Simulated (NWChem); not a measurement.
# CH5AlO; SMILES C[O][AlH2]

```xyz
8

Al     0.0816    -1.1929    -0.0030
H      1.2493    -2.2565     0.0383
H     -1.4661    -1.5469    -0.0644
O      0.5628     0.4347     0.0218
C      0.0064     1.7055     0.0052
H     -1.0998     1.6943    -0.0378
H      0.2987     2.2709     0.9081
H      0.3676     2.2779    -0.8679
```
Atoms are numbered in this order, from 1.

Computed with NWChem. Pople sets run with spherical d functions. Coordinates come from a PBE0/def2-SVP optimisation. GIAO values for the isolated, static molecule; σ is the absolute isotropic shielding, δ = σ(reference) − σ with the isolated reference molecule computed at the same levels (13C: tetramethylsilane, 1H: tetramethylsilane, 17O: water).

```
level                                 σ Al1 (ppm)  δ H2 (ppm)  δ H3 (ppm)  δ O4 (ppm)  δ C5 (ppm)  δ H6 (rotor mean) (ppm)
------------------------------------  -----------  ----------  ----------  ----------  ----------  -----------------------
KT2/pcSseg-1                                385.3        4.42        4.79       107.9        57.5                     4.22
Hartree-Fock/6-31G*                         479.2        4.80        5.03        22.0        48.5                     3.63
PBE0/pcSseg-1                               383.4  (withheld)  (withheld)  (withheld)  (withheld)               (withheld)
BHandHLYP/pcSseg-1                          395.7        4.10        4.33        60.7        53.3                     3.89
LDA (Slater exchange, VWN5)/pcSseg-1        337.7        4.69        5.09       123.7        58.5                     4.34
```

Task: Complete the blanks.

Result: 
- PBE0/pcSseg-1, δ H2 (ppm): 4.30
- PBE0/pcSseg-1, δ H3 (ppm): 4.59
- PBE0/pcSseg-1, δ O4 (ppm): 80.1
- PBE0/pcSseg-1, δ C5 (ppm): 55.3
- PBE0/pcSseg-1, δ H6 (rotor mean) (ppm): 4.03
